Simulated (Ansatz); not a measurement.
F2Y, doublet, at a GFN2-xTB geometry (such geometries of metal compounds can be far from the true shape) (the multiplicity is a formal guess) (all electrons, no relativity). Base run: PBE/3-21G (Ansatz, a quantum-chemistry and plane-wave program).

Ansatz was given this input:
Ansatz 0.2 input:
```yaml
crystal:
  periodic: [false, false, false]
  atoms:
    - {symbol: Y, position_ang: [0.45016088, 0.26732918, 0.10553407]}
    - {symbol: F, position_ang: [-1.35047617, 0.49545990, -1.35079450]}
    - {symbol: F, position_ang: [-0.60022097, -1.65388637, 0.89348020]}
basis:
  gaussian:
    orbitals: 3-21G.json
hamiltonian:
  xc: pbe
magnetization: {spin_polarized: true, initial_magnetization: 1}
```
The basis file holds 3-21G in the JSON format of the Basis Set Exchange.

The bond that is stretched is that between atoms 3 and 1. A test that says stable can miss a lower solution.

The base run was repeated with changes; each row names its change, and settings that it needs were set with it.

| change | ΔE vs base (mEh) | <S^2> | stability test says |
|---|---|---|---|
| base | 0.000 | 0.752 | minimum |
| spin_polarized = on; lower_state_search = off | 0.000 | 0.752 | undecided (no full test) |
| spin_polarized = on; lower_state_search = standard | 0.000 | 0.752 | minimum |
| bond × 1.25 | 89.623 | 0.757 | minimum |
| spin_polarized = on; lower_state_search = off; bond × 1.25 | 89.623 | 0.757 | undecided (no full test) |
| spin_polarized = on; lower_state_search = standard; bond × 1.25 | 89.623 | 0.757 | minimum |
| bond × 1.5 | 148.3 | 0.886 | minimum |
| spin_polarized = on; lower_state_search = off; bond × 1.5 | 148.3 | 0.886 | undecided (no full test) |
| spin_polarized = on; lower_state_search = standard; bond × 1.5 | 148.3 | 0.886 | minimum |
| bond × 1.8 | 176.9 | 1.057 | minimum |
| spin_polarized = on; lower_state_search = off; bond × 1.8 | 176.9 | 1.057 | undecided (no full test) |
| spin_polarized = on; lower_state_search = standard; bond × 1.8 | 176.9 | 1.057 | minimum |
| bond × 2.2 | 187.9 | 1.096 | minimum |
| spin_polarized = on; lower_state_search = off; bond × 2.2 | 187.9 | 1.096 | undecided (no full test) |
| spin_polarized = on; lower_state_search = standard; bond × 2.2 | 187.9 | 1.096 | minimum |
| bond × 3.0 | 193.9 | 1.105 | minimum |
| spin_polarized = on; lower_state_search = off; bond × 3.0 | 193.9 | 1.105 | undecided (no full test) |
| spin_polarized = on; lower_state_search = standard; bond × 3.0 | 193.9 | 1.105 | minimum |

On stretching, the SCF can end on different states; <S^2> shows the spin contamination of each.
